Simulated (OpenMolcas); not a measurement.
## Cr II: effect of the active space

```
Program             : OpenMolcas 26.06
Method              : MS-CASPT2, IPEA 0.25 Eh, imaginary shift 0.1 Eh
Basis               : ANO-RCC-VTZP
Scalar Hamiltonian  : DKH2, point nucleus
Spin-orbit coupling : RASSI with atomic mean-field integrals over the reference wave functions, term energies averaged over their components
```

A. 5 electrons in 5 orbitals (3d); 2S+1 = 6 even, 1 root; 2S+1 = 4 even, 24 roots; 2S+1 = 2 even, 75 roots (53 in the spin-orbit step); closed shells correlated: 3s 3p; CASPT2 step roughly 11 core-seconds
B. 5 electrons in 6 orbitals (3d 4s); 2S+1 = 6 even, 6 roots; 2S+1 = 4 even, 57 roots; 2S+1 = 2 even, 88 roots; closed shells correlated: 3s 3p; CASPT2 step about 40 core-seconds

Energies in cm-1 above 3d5 6S 5/2, the measured ground level; measured values from NIST Handbook of Basic Atomic Spectroscopic Data.

```tsv
Level	A	B	Measured
3d5 6S 5/2	0.0	0.0	0.0
3d5 4G 5/2	21200	21740	20512
3d5 4G 7/2	21200	21760	20518
3d5 4G 11/2	21210	21770	20512
3d5 4G 9/2	21210	21770	20519
3d5 4P 5/2	22840	22970	21823
3d5 4P 3/2	22860	22950	21824
3d5 4P 1/2	22880	22960	21824
3d5 4D 7/2	25470	25960	
3d5 4D 1/2	25500	25960	
3d5 4D 3/2	25510	25980	
3d5 4D 5/2	25520	25990	
3d5 2I 11/2	31070	32850	
3d5 2I 13/2	31100	32850
```

Deviations, from unrounded energies. A percentage is the sum of absolute deviations over the sum of measured energies, with the sign that they share, or ± where signs differ.

```
                        Against measurement  Levels     A     B
             mean absolute deviation (cm-1)       7   840  1200
other terms of the ground configuration (%)       7  +4.0  +5.7
```

A lies closest to measurement on these levels. The largest miss of A in the table is 3d5 4P 1/2, by +1100 cm-1. The ranking rests on the paired levels alone, and a cruder setting can come out closer through cancelling errors.

The spin-orbit steps hold different terms of 3d5 (B lacks a 2F, 2G, 2H, 2S, 4F), which shifts levels as well.

Between A and B the level of the table that moves most is 3d5 2I 11/2, by 1800 cm-1 (lowest in A, highest in B). Moves below CASPT2's spread within the term are not significant.

CASPT2 breaks the degeneracy within a term, and the mean is taken; among the terms shown or strongly mixed into the levels shown the widest spread is 1100 cm-1 (3d5 2I, A). Over all roots computed the reference weight is 0.88 to 0.93 in B; the roots of lowest weight are the least certain, and an intruder state may touch them. Some high roots are left out of the spin-orbit mixing, which shifts the levels that they would mix with (holds for A). Blocks of more than 70 roots (2S+1 = 2 even) ran without multistate coupling (holds for B). The CASPT2 spread within a term exceeds the gap to the next term for 3d5 2I and 3d4 4s 4G, so the order of their levels is uncertain, and so are names and mixing where such terms share a J (holds for B). Measured partners are found by configuration, term and J. A level has none where our copy of the source lacks it or the pairing is in doubt (some pairs that miss far off the trend of their configuration count as doubtful), and it then counts in no deviation. Only configurations of the active space appear. Levels that lie high or do not pair safely by name in every column are left out.
